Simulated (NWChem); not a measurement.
System: AlH3O2; SMILES [OH][AlH][OH]

Output (shortened):

```
             Northwest Computational Chemistry Package (NWChem) 7.3.0
             --------------------------------------------------------

 CS  symmetry detected

                             Geometry "geometry" -> ""
                             -------------------------

 Output coordinates in angstroms (scale by  1.889725989 to convert to a.u.)

  No.       Tag          Charge          X              Y              Z
 ---- ---------------- ---------- -------------- -------------- --------------
    1 Al                  13.0000    -0.45793392    -0.01023580     0.00000000
    2 H                    1.0000    -2.03153776    -0.04713712     0.00000000
    3 O                    8.0000     0.36522457    -1.49317957     0.00000000
    4 H                    1.0000     1.31781901    -1.59787031     0.00000000
    5 O                    8.0000     0.45479450     1.42569270     0.00000000
    6 H                    1.0000     0.10670709     2.31796769     0.00000000

 Effective nuclear repulsion energy (a.u.)     101.2287578013

      Symmetry information
      --------------------

 Group name             Cs
 Group number              2
 Group order               2
 No. of unique centers     6

                                 NWChem DFT Module
                                 -----------------

 Summary of "ao basis" -> "ao basis" (spherical)
 ------------------------------------------------------------------------------
       Tag                 Description            Shells   Functions and Types
 ---------------- ------------------------------  ------  ---------------------
 Al                        def2-svpd                10       24   5s3p2d
 H                         def2-svpd                 4        8   2s2p
 O                         def2-svpd                 9       23   4s3p2d

      Symmetry analysis of basis
      --------------------------

        a'         67
        a"         27

            General Information
            -------------------
          SCF calculation type: DFT
          Wavefunction type:  closed shell.
          No. of atoms     :     6
          No. of electrons :    32
           Alpha electrons :    16
            Beta electrons :    16
          Charge           :     0
          Spin multiplicity:     1
          Use of symmetry is: on ; symmetry adaption is: on
          Maximum number of iterations: 200
          AO basis - number of functions:    94
                     number of shells:    40
          Convergence on energy requested:  1.00D-06
          Convergence on density requested:  1.00D-05
          Convergence on gradient requested:  5.00D-04

              XC Information
              --------------
                         PBE0 Method XC Functional
                     Hartree-Fock (Exact) Exchange  0.250
          PerdewBurkeErnzerhof Exchange Functional  0.750
            Perdew 1991 LDA Correlation Functional  1.000 local
           PerdewBurkeErnz. Correlation Functional  1.000 non-local

             Grid Information
             ----------------
          Grid used for XC integration:  medium
          Radial quadrature: Mura-Knowles
          Angular quadrature: Lebedev.
          Tag              B.-S. Rad. Rad. Pts. Rad. Cut. Ang. Pts.
          ---              ---------- --------- --------- ---------
          Al                  1.25       88          10.0       590
          H                   0.35       45          12.0       434
          O                   0.60       49          11.0       434
          Grid pruning is: on
          Number of quadrature shells:   321
          Spatial weights used:  Erf1

      Superposition of Atomic Density Guess
      -------------------------------------

 Sum of atomic energies:        -392.67806545

      Non-variational initial energy
      ------------------------------

 Total energy =    -393.227387
 1-e energy   =    -744.497260
 2-e energy   =     250.041115
 HOMO         =      -0.436404
 LUMO         =      -0.017560

      Symmetry analysis of molecular orbitals - initial
      -------------------------------------------------

  Numbering of irreducible representations:

     1 a'          2 a"

  Orbital symmetries:

     1 a'          2 a'          3 a'          4 a'          5 a'
     6 a'          7 a"          8 a'          9 a'         10 a'
    11 a'         12 a'         13 a'         14 a"         15 a"
    16 a'         17 a'         18 a"         19 a'         20 a'
    21 a'         22 a'         23 a'         24 a"         25 a"
    26 a'

   convergence    iter        energy       DeltaE   RMS-Dens  Diis-err
 ---------------- ----- ----------------- --------- --------- ---------
 d= 0,ls=0.0,diis     1   -394.2184313931 -4.95D+02  2.72D-02  1.02D+00
 d= 0,ls=0.0,diis     2   -394.0634732716  1.55D-01  1.37D-02  2.71D+00
 d= 0,ls=0.0,diis     3   -394.3305989143 -2.67D-01  8.42D-04  8.94D-03
 d= 0,ls=0.0,diis     4   -394.3314628531 -8.64D-04  2.70D-04  4.13D-04
 d= 0,ls=0.0,diis     5   -394.3314881983 -2.53D-05  1.02D-04  1.94D-04
 d= 0,ls=0.0,diis     6   -394.3315065483 -1.83D-05  2.10D-05  2.50D-06
 d= 0,ls=0.0,diis     7   -394.3315068173 -2.69D-07  4.42D-06  9.72D-08

         Total DFT energy =     -394.331506817313
      One electron energy =     -747.882400753084
           Coulomb energy =      289.052811328162
    Exchange-Corr. energy =      -36.730675193730
 Nuclear repulsion energy =      101.228757801340

 Numeric. integr. density =       31.999998279669

                  Occupations of the irreducible representations
                  ----------------------------------------------

                     irrep           alpha         beta
                     --------     --------     --------
                     a'               13.0         13.0
                     a"                3.0          3.0

                       DFT Final Molecular Orbital Analysis
                       ------------------------------------

 Vector   14  Occ=2.000000D+00  E=-3.551923D-01  Symmetry=a"
              MO Center=  3.6D-01,  2.4D-01, -8.6D-16, r^2= 2.7D+00
   Bfn.  Coefficient  Atom+Function         Bfn.  Coefficient  Atom+Function
  ----- ------------  ---------------      ----- ------------  ---------------
    70      0.448664  5 O  pz                39      0.367163  3 O  pz
    73      0.322439  5 O  pz                42      0.263237  3 O  pz
    11      0.125276  1 Al pz                 8     -0.082634  1 Al pz
    76      0.069042  5 O  pz                14      0.047832  1 Al pz
    45      0.041252  3 O  pz                18     -0.032953  1 Al d  1

 Vector   15  Occ=2.000000D+00  E=-3.354386D-01  Symmetry=a"
              MO Center=  3.8D-01, -2.8D-01, -1.9D-15, r^2= 2.8D+00
   Bfn.  Coefficient  Atom+Function         Bfn.  Coefficient  Atom+Function
  ----- ------------  ---------------      ----- ------------  ---------------
    39      0.471919  3 O  pz                70     -0.395148  5 O  pz
    42      0.339311  3 O  pz                73     -0.282779  5 O  pz
    45      0.093962  3 O  pz                76     -0.073574  5 O  pz
    16     -0.067408  1 Al d -1

 Vector   16  Occ=2.000000D+00  E=-3.315191D-01  Symmetry=a'
              MO Center= -8.4D-01,  4.8D-01,  1.3D-15, r^2= 2.9D+00
   Bfn.  Coefficient  Atom+Function         Bfn.  Coefficient  Atom+Function
  ----- ------------  ---------------      ----- ------------  ---------------
    68      0.391377  5 O  px                25      0.339608  2 H  s
    71      0.255689  5 O  px                67      0.235036  5 O  s
    26      0.218530  2 H  s                  9     -0.189758  1 Al px
    12     -0.136028  1 Al px                 6      0.116343  1 Al px
    19      0.094409  1 Al d  2              38     -0.091656  3 O  py

 Vector   17  Occ=0.000000D+00  E=-1.302080D-02  Symmetry=a'
              MO Center=  8.3D-02,  3.5D-01,  5.8D-14, r^2= 8.3D+00
   Bfn.  Coefficient  Atom+Function         Bfn.  Coefficient  Atom+Function
  ----- ------------  ---------------      ----- ------------  ---------------
     5      1.366632  1 Al s                 67     -0.463596  5 O  s
    36      0.335503  3 O  s                  4     -0.304321  1 Al s
    13      0.305220  1 Al py                57     -0.286284  4 H  s
     3      0.278104  1 Al s                 24     -0.247304  1 Al d  2
    43      0.247797  3 O  px                12      0.245865  1 Al px

 Vector   18  Occ=0.000000D+00  E=-5.795568D-03  Symmetry=a"
              MO Center= -9.0D-01,  3.8D-02, -2.3D-13, r^2= 4.1D+00
   Bfn.  Coefficient  Atom+Function         Bfn.  Coefficient  Atom+Function
  ----- ------------  ---------------      ----- ------------  ---------------
    14      0.668961  1 Al pz                11      0.299540  1 Al pz
    23      0.234842  1 Al d  1              70     -0.176482  5 O  pz
    39     -0.168256  3 O  pz                 8     -0.163912  1 Al pz
    73     -0.158448  5 O  pz                42     -0.156027  3 O  pz
    45      0.104541  3 O  pz                94     -0.102230  6 H  pz

 Vector   19  Occ=0.000000D+00  E= 2.385727D-02  Symmetry=a'
              MO Center= -4.3D-01,  5.4D-01, -3.9D-14, r^2= 9.2D+00
   Bfn.  Coefficient  Atom+Function         Bfn.  Coefficient  Atom+Function
  ----- ------------  ---------------      ----- ------------  ---------------
    67      1.426929  5 O  s                  4     -1.015195  1 Al s
    43     -0.987027  3 O  px                88     -0.900149  6 H  s
    36     -0.674269  3 O  s                 75      0.659866  5 O  py
    57      0.644684  4 H  s                 20     -0.592786  1 Al d -2
     5      0.445938  1 Al s                 24      0.363599  1 Al d  2

     Multipole analysis of the density
     ---------------------------------

     L   x y z        total         alpha         beta         nuclear
     -   - - -        -----         -----         ----         -------
     0   0 0 0      0.000000    -16.000000    -16.000000     32.000000

     1   1 0 0      0.031599      0.015800      0.015800     -0.000000
     1   0 1 0      0.520637      0.260319      0.260319      0.000000
     1   0 0 1     -0.000000     -0.000000     -0.000000      0.000000

     2   2 0 0    -18.545340    -29.490501    -29.490501     40.435662
     2   1 1 0     -2.910547      0.111091      0.111091     -3.132729
     2   1 0 1     -0.000000     -0.000000     -0.000000      0.000000
     2   0 2 0    -17.935946    -84.008938    -84.008938    150.081930
     2   0 1 1     -0.000000     -0.000000     -0.000000      0.000000
     2   0 0 2    -16.868583     -8.434292     -8.434292      0.000000

            General Information
            -------------------
          SCF calculation type: DFT
          Wavefunction type:  closed shell.
          No. of atoms     :     6
          No. of electrons :    32
           Alpha electrons :    16
            Beta electrons :    16
          Charge           :     0
          Spin multiplicity:     1
          Use of symmetry is: on ; symmetry adaption is: on
          Maximum number of iterations: 200
          AO basis - number of functions:    94
                     number of shells:    40
          Convergence on energy requested:  1.00D-06
          Convergence on density requested:  1.00D-05
          Convergence on gradient requested:  5.00D-04

              XC Information
              --------------
                         PBE0 Method XC Functional
                     Hartree-Fock (Exact) Exchange  0.250
          PerdewBurkeErnzerhof Exchange Functional  0.750
            Perdew 1991 LDA Correlation Functional  1.000 local
           PerdewBurkeErnz. Correlation Functional  1.000 non-local

             Grid Information
             ----------------
          Grid used for XC integration:  medium
          Radial quadrature: Mura-Knowles
          Angular quadrature: Lebedev.
          Tag              B.-S. Rad. Rad. Pts. Rad. Cut. Ang. Pts.
          ---              ---------- --------- --------- ---------
          Al                  1.25       88          10.0       590
          H                   0.35       45          12.0       434
          O                   0.60       49          11.0       434
          Grid pruning is: on
          Number of quadrature shells:   321
          Spatial weights used:  Erf1

          Convergence Information
          -----------------------
          Convergence aids based upon iterative change in
          total energy or number of iterations.
          Levelshifting, if invoked, occurs when the
          HOMO/LUMO gap drops below (HL_TOL):  1.00D-02
          DIIS, if invoked, will attempt to extrapolate
          using up to (NFOCK): 20 stored Fock matrices.

                    Damping( 0%)  Levelshifting(0.5)       DIIS
                  --------------- ------------------- ---------------
          dE  on:    start            ASAP                start
          dE off:    2 iters        200 iters           200 iters

                            NWChem DFT Gradient Module
                            --------------------------

  charge          =   0.00
  wavefunction    = closed shell

  Using symmetry

                         DFT ENERGY GRADIENTS

    atom               coordinates                        gradient
                 x          y          z           x          y          z
   1 Al     -0.865370  -0.019343   0.000000    0.008106   0.000340   0.000000
   2 H      -3.839050  -0.089076   0.000000   -0.000761  -0.000490   0.000000
   3 O       0.690174  -2.821700   0.000000   -0.004917   0.005487   0.000000
   4 H       2.490317  -3.019537   0.000000    0.000963   0.000330   0.000000
   5 O       0.859437   2.694169   0.000000   -0.002680  -0.006880   0.000000
   6 H       0.201647   4.380324   0.000000   -0.000710   0.001213   0.000000
```

Level: PBE0/def2-SVPD. Geometry: optimised at PBE0/def2-SVP.

Reconstruct the input file.

Several could match; the one computed here: the input that was run:
```
start job
memory heap 200 mb stack 900 mb global 1100 mb
geometry units angstroms noautoz
  Al    -0.356546    -0.142380    -0.246479
  H     -1.527459    -0.944865    -0.926605
  O     -0.143838     1.477931    -0.700417
  H      0.532207     2.064763    -0.358379
  O      0.699090    -0.807354     0.910416
  H      0.679939    -1.704558     1.245047
end
basis spherical
  * library def2-svpd
end
dft
  xc pbe0
  iterations 200
  convergence diis 20
end
task dft gradient
```
